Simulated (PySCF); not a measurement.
H3Si2, SMILES [SiH][SiH2], doublet, B3LYP/def2-SVP optimised geometry.

```
5

Si    -0.75     1.68     0.00
Si     0.51    -0.25     0.00
H     -2.01     0.80     0.00
H      0.06    -1.68     0.01
H      2.01    -0.25     0.00
```

Density from unrestricted B3LYP/def2-TZVP in PySCF at that geometry.

Minimum of the electron density along straight lines between bonded atoms, close to the bond critical point (lines longer than 1.1 times the sum of covalent radii, or with two minima, are not listed):

| bond | length / Å | ρ at the minimum / e bohr⁻³ | ∇²ρ there / e bohr⁻⁵ | position (fraction from the first atom) |
|---|---|---|---|---|
| Si1–Si2 | 2.308 | 0.085 | -0.08 | 0.38 |
| Si1–H3 | 1.534 | 0.110 | 0.10 | 0.49 |
| Si2–H4 | 1.499 | 0.119 | 0.12 | 0.49 |
| Si2–H5 | 1.496 | 0.120 | 0.13 | 0.49 |
